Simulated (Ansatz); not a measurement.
Geometry optimisation, Ansatz 0.2.0, RKS B3LYP-D4/def2-SVP.

input.yaml

```yaml
crystal:
  periodic: [false, false, false]
  atoms:
    - { symbol: B, position_ang: [0.0, 0.0, 0.0] }
    - { symbol: "N", position_ang: [0.0, 0.0, 1.9] }
    - { symbol: H, position_ang: [-0.877, -0.2713, 2.43] }
    - { symbol: H, position_ang: [0.877, 0.2713, 2.43] }
    - { symbol: "N", position_ang: [1.3423, 0.0, -0.775] }
    - { symbol: H, position_ang: [1.8089, -0.9179, -1.0268] }
    - { symbol: H, position_ang: [1.7937, 0.9179, -1.0532] }
    - { symbol: F, position_ang: [-1.1431, 0.0, -0.66] }
    - { symbol: F, position_ang: [-0.2026, 1.5239, 0.5108] }
    - { symbol: H, position_ang: [-0.1429, 1.0745, 1.5229] }
basis:
  gaussian: { orbitals: def2-SVP }
hamiltonian:
  xc: b3lyp
  dispersion: d4
relax:
  f_tol: 0.15
  max_steps: 25
  restrain:
    - { distance: [0, 8], at: 2.52, k: 30.0 }
    - { distance: [9, 1], at: 2.26, k: 30.0 }
    - { distance: [0, 1], at: 1.55, k: 30.0 }
    - { distance: [9, 8], at: 0.92, k: 30.0 }
output:
  orbitals: {}
```

Launched with:

```bash
$ ansatz run input.yaml --threads 2 --pin off --max-ram 3072MiB --backend cpu --events-out ev --progress --plain --runs-dir out
```

**Question.** Where does it end, and by what steps?

**Answer.** The forces met the threshold. The restraints hold the end off the free minimum. After 12 steps the energy has fallen by 3.050 eV (the restraints' own energy left out); H6 moved furthest, 1.23 Å. Parted: B1–F9 (1.62 → 2.53 Å), N2–H10 (1.15 → 2.25 Å).

```tsv
step	energy less start (eV)	largest force component (eV/Å)	accepted
0	0.0000	4.205	yes
1	-0.3267	2.899	yes
2	-0.4587	2.790	yes
3	-1.1166	2.458	yes
4	-2.1805	1.575	yes
5	-2.3576	1.474	yes
6	-2.5582	1.559	yes
7	-2.7093	1.561	yes
8	-2.8255	1.676	yes
9	-2.9401	1.626	yes
10	-3.0210	1.705	yes
11	-3.0468	1.585	yes
12	-3.0505	1.707	yes
```

```xyz
10
Properties=species:S:1:pos:R:3
B 0.061 -0.100 0.186
N 0.071 -0.269 1.674
H -0.776 -0.639 2.095
H 0.906 -0.647 2.110
N 1.233 -0.158 -0.591
H 2.152 -0.100 -0.172
H 1.211 0.173 -1.549
F -1.141 -0.002 -0.406
F -0.112 2.396 0.559
H -0.149 1.946 1.369
```

The run took 19 s on 2 threads of Intel(R) Xeon(R) 6975P-C (Granite Rapids), on a shared host, peak memory 0.21 GiB.
